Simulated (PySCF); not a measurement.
**Two-dimensional NMR puzzle**

Compound of formula C7H14N2Si. Correlations simulated from computed shifts and the bond graph:

HSQC (one-bond C–H):
```csv
δH,δC
6.11,113.1
2.45,13.7
2.38,16.2
0.47,-1.4
```

COSY cross peaks (H two or three bonds apart, from the bond graph; peaks can be absent where the dihedral angle is near 90°):
```csv
δH,δH
5.41,0.47
```

HMBC (two and three bonds, from the bond graph):
```csv
δH,δC
6.11,"155.4, 150.6, 16.2, 13.7"
5.41,"150.6, -1.4"
2.45,"150.6, 113.1"
2.38,"155.4, 113.1"
0.47,-1.4
```

Carbons without hydrogens: δ 155.4, 150.6.

[PySCF 2.14: PBE0/pcSseg-1 with gauge-including orbitals; geometry: GFN2-xTB; one computed conformer; non-relativistic; no solvent; equivalent nuclei averaged]

Referencing at the same level of theory: ¹H (31.72 ppm), ¹³C (186.93 ppm) against TMS.

Exchangeable hydrogens are left out of these lists.

Task: Which molecule is this?

Result: SMILES Cc1cc(C)n([SiH](C)C)n1.

Atoms are numbered as in `[CH3:1][c:2]1[cH:3][c:4]([CH3:5])[n:6]([SiH:7]([CH3:8])[CH3:9])[n:10]1`; H(Xn) means a hydrogen on atom n.

1. δC 155.4 is C2, a substituted aromatic carbon next to a ring nitrogen.
2. δC 150.6 is C4, a substituted aromatic carbon next to a ring nitrogen.
3. δC 113.1 is C3, an aromatic CH (δH 6.11).
4. δC 16.2 is C1, a methyl carbon on an aromatic ring (δH 2.38).
5. δC 13.7 is C5, a methyl carbon on an aromatic ring (δH 2.45).
6. δC -1.4 is C8/C9, a methyl carbon bonded to Si (δH 0.47).
7. HMBC from δH 6.11 reaches the proton-free carbons C2, C4.
8. HMBC from δH 5.41 reaches the proton-free carbon C4.
9. HMBC from δH 2.45 reaches the proton-free carbon C4.
10. HMBC from δH 2.38 reaches the proton-free carbon C2.
11. COSY links 5.41–0.47.

The data come from this structure; uniqueness wasn't tested.

Shifts are as computed. Against solution values, carbons near 30 ppm lie about +3 ppm off and those near 130 ppm about +5 ppm. Of 1211 compounds with measured shifts, 218 miss one by over three times the rms of a fit or turn the order of signals round; such compounds aren't used in these exercises.
